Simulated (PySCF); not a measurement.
Two-component Hartree-Fock for Zr³⁺ (zirconium, charge +3)

Start: [Kr] 4d1; 4d5/2 filled at m_j = +5/2. Calculated with PySCF 2.14 in x2c-SVPall-2c (6s8p6d1f, 67 functions): generalised Hartree-Fock with the X2C-1e Hamiltonian and a Gaussian nucleus; one run each with spin-orbit coupling (SO) screened by Boettger's factors, then bare. This is a chosen level, not necessarily the ground level.

```json
{"spinor shell": "1s1/2", "electrons": "2", "ε, screened SO (eV)": "-18122.1", "ε, bare SO (eV)": "-18122.0", "weight of nominal j (bare SO)": "1.000", "rms radius, bare SO (bohr)": "0.0426"}
{"spinor shell": "2s1/2", "electrons": "2", "ε, screened SO (eV)": "-2605.9", "ε, bare SO (eV)": "-2605.9", "weight of nominal j (bare SO)": "1.000", "rms radius, bare SO (bohr)": "0.176"}
{"spinor shell": "2p1/2", "electrons": "2", "ε, screened SO (eV)": "-2380.8", "ε, bare SO (eV)": "-2384.1", "weight of nominal j (bare SO)": "1.000", "rms radius, bare SO (bohr)": "0.154"}
{"spinor shell": "2p3/2", "electrons": "4", "ε, screened SO (eV)": "-2293.6", "ε, bare SO (eV)": "-2292.1", "weight of nominal j (bare SO)": "1.000", "rms radius, bare SO (bohr)": "0.158"}
{"spinor shell": "3s1/2", "electrons": "2", "ε, screened SO (eV)": "-481.28", "ε, bare SO (eV)": "-481.29", "weight of nominal j (bare SO)": "1.000", "rms radius, bare SO (bohr)": "0.488"}
{"spinor shell": "3p1/2", "electrons": "2", "ε, screened SO (eV)": "-395.57", "ε, bare SO (eV)": "-396.12", "weight of nominal j (bare SO)": "1.000", "rms radius, bare SO (bohr)": "0.488"}
{"spinor shell": "3p3/2", "electrons": "4", "ε, screened SO (eV)": "-381.09", "ε, bare SO (eV)": "-380.86", "weight of nominal j (bare SO)": "1.000", "rms radius, bare SO (bohr)": "0.499"}
{"spinor shell": "3d3/2", "electrons": "4", "ε, screened SO (eV)": "-230.03", "ε, bare SO (eV)": "-230.56", "weight of nominal j (bare SO)": "0.999", "rms radius, bare SO (bohr)": "0.493"}
{"spinor shell": "3d5/2", "electrons": "6", "ε, screened SO (eV)": "-227.61", "ε, bare SO (eV)": "-227.27", "weight of nominal j (bare SO)": "0.999", "rms radius, bare SO (bohr)": "0.497"}
{"spinor shell": "4s1/2", "electrons": "2", "ε, screened SO (eV)": "-94.995", "ε, bare SO (eV)": "-95.001", "weight of nominal j (bare SO)": "1.000", "rms radius, bare SO (bohr)": "1.29"}
{"spinor shell": "4p1/2", "electrons": "2", "ε, screened SO (eV)": "-68.241", "ε, bare SO (eV)": "-68.313", "weight of nominal j (bare SO)": "0.933", "rms radius, bare SO (bohr)": "1.42"}
{"spinor shell": "4d5/2", "electrons": "1", "ε, screened SO (eV)": "-33.649", "ε, bare SO (eV)": "-33.625", "weight of nominal j (bare SO)": "1.000", "rms radius, bare SO (bohr)": "2.01"}
```

**Question.** Where does 4p3/2 lie, and what is the 4p spin-orbit splitting (bare SO)?

**Answer.** At -66.668 eV, 1.645 eV above 4p1/2.

```json
{"quantity": "E (hartree)", "screened SO": "-3594.56511", "bare SO": "-3594.60189"}
{"quantity": "M_J", "screened SO": "5/2", "bare SO": "5/2"}
{"quantity": "⟨J²⟩", "screened SO": "8.754", "bare SO": "8.754"}
{"quantity": "⟨L²⟩", "screened SO": "6.010", "bare SO": "6.011"}
{"quantity": "⟨S²⟩", "screened SO": "0.758", "bare SO": "0.758"}
```

Each row is a mean over spinors that exchange with the open shell spreads, by up to 3.701 eV (4p3/2).

Breit and QED terms are absent; they matter most for the inner s and p1/2 levels.

Densities and radii are taken from the X2C orbitals without a picture-change correction, which distorts them close to the nucleus.
